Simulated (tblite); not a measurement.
C6H9NO.
SMILES with atom numbers: `[CH:1]#[C:2][CH2:3][C@@H:4]([CH3:5])[C:6]([NH2:7])=[O:8]` (hydrogens: H9 on C1; H10, H11 on C3; H12 on C4; H13, H14, H15 on C5; H16, H17 on N7)

Computed with GFN2-xTB (tblite), gas phase: L-BFGS steps from a force-field or distance-geometry start until the largest atomic force falls under 0.01 eV/Å.

Step 116: E = -662.8881 eV
```
atom  x, y, z in Å  |  force x, y, z in eV/Å
C1     -1.4527    2.5594   -0.1470    0.007  -0.054   0.001
C2     -1.2827    1.3958   -0.3752   -0.001   0.046   0.010
C3     -1.0591   -0.0153   -0.5998    0.004  -0.018  -0.011
C4     -0.0091   -0.5993    0.3694    0.001  -0.008  -0.002
C5     -0.0470   -2.1225    0.3366    0.006  -0.012   0.005
C6      1.3717   -0.0955   -0.0488    0.001  -0.037   0.000
N7      1.6443    1.1629    0.3741   -0.035   0.048   0.006
O8      2.1627   -0.7530   -0.6854   -0.012   0.009   0.000
H9     -1.6211    3.5776    0.0374   -0.005   0.030  -0.010
H10    -2.0075   -0.5441   -0.4623    0.012   0.016   0.010
H11    -0.7296   -0.1745   -1.6309   -0.002   0.001   0.009
H12    -0.2206   -0.2436    1.3834   -0.014   0.004  -0.007
H13     0.2366   -2.4779   -0.6512   -0.005  -0.001   0.010
H14    -1.0440   -2.4851    0.5777    0.006  -0.017  -0.005
H15     0.6572   -2.5318    1.0569    0.003   0.009  -0.015
H16     0.9080    1.7573    0.7178    0.022  -0.012  -0.002
H17     2.4859    1.6016    0.0363    0.013  -0.005   0.002
```

Step 117: E = -662.8883 eV
```
atom  x, y, z in Å  |  force x, y, z in eV/Å
C1     -1.4453    2.5606   -0.1528    0.008  -0.047   0.000
C2     -1.2786    1.3960   -0.3789   -0.015   0.031   0.014
C3     -1.0635   -0.0177   -0.5974    0.008  -0.014  -0.014
C4     -0.0107   -0.6004    0.3695    0.005  -0.007  -0.003
C5     -0.0438   -2.1238    0.3360    0.001  -0.008   0.001
C6      1.3677   -0.0918   -0.0516    0.012  -0.038  -0.003
N7      1.6431    1.1628    0.3819   -0.041   0.042   0.001
O8      2.1557   -0.7428   -0.6991   -0.030   0.019   0.014
H9     -1.6082    3.5806    0.0284   -0.002   0.019  -0.013
H10    -2.0133   -0.5427   -0.4534    0.014   0.025   0.016
H11    -0.7401   -0.1835   -1.6292    0.004   0.002   0.003
H12    -0.2226   -0.2454    1.3835   -0.009   0.004  -0.002
H13     0.2461   -2.4776   -0.6503   -0.001  -0.003   0.002
H14    -1.0408   -2.4902    0.5708    0.001  -0.013  -0.002
H15     0.6571   -2.5325    1.0600    0.006   0.015  -0.014
H16     0.9080    1.7564    0.7307    0.027  -0.022  -0.004
H17     2.4822    1.6041    0.0409    0.012  -0.005   0.003
```

Q: Estimate the geometry and energy of step 118. (The exact step hangs on the optimiser's Hessian estimate; all steps are aligned on step 117, rigid shifts and turns removed.)

A: E = -662.8885 eV, largest force 0.054 eV/Å
```
atom  x, y, z in Å  |  force x, y, z in eV/Å
C1     -1.4402    2.5620   -0.1556    0.003  -0.010   0.005
C2     -1.2754    1.3972   -0.3807   -0.019  -0.008   0.015
C3     -1.0661   -0.0187   -0.5949    0.012  -0.002  -0.010
C4     -0.0121   -0.6018    0.3706    0.004  -0.002   0.000
C5     -0.0417   -2.1254    0.3348   -0.004  -0.005  -0.005
C6      1.3653   -0.0904   -0.0509   -0.007  -0.015   0.008
N7      1.6401    1.1645    0.3826   -0.039   0.037   0.007
O8      2.1533   -0.7387   -0.7000   -0.007  -0.009  -0.005
H9     -1.5998    3.5834    0.0232    0.001   0.001  -0.017
H10    -2.0171   -0.5400   -0.4471    0.011   0.026   0.020
H11    -0.7461   -0.1889   -1.6267    0.009   0.002  -0.008
H12    -0.2247   -0.2483    1.3850   -0.006   0.004   0.001
H13     0.2521   -2.4762   -0.6512    0.001  -0.005  -0.005
H14    -1.0384   -2.4956    0.5651    0.000  -0.008   0.001
H15     0.6582   -2.5343    1.0594    0.007   0.018  -0.009
H16     0.9064    1.7579    0.7340    0.021  -0.021  -0.001
H17     2.4792    1.6053    0.0413    0.013  -0.003   0.002
```

The energy changes by -0.0002 eV. The first-order estimate −F·Δx gives -0.0003 eV and the mean of the old and new forces, exact on a quadratic surface, -0.0002 eV. The step makes an angle of 84° with the force vector and moves no atom by more than 0.010 Å.

The cost below is that of the whole relaxation. Time: 0.86 s of wall time. Hardware: an Arm Neoverse V1 with one thread, no GPU (shared host).
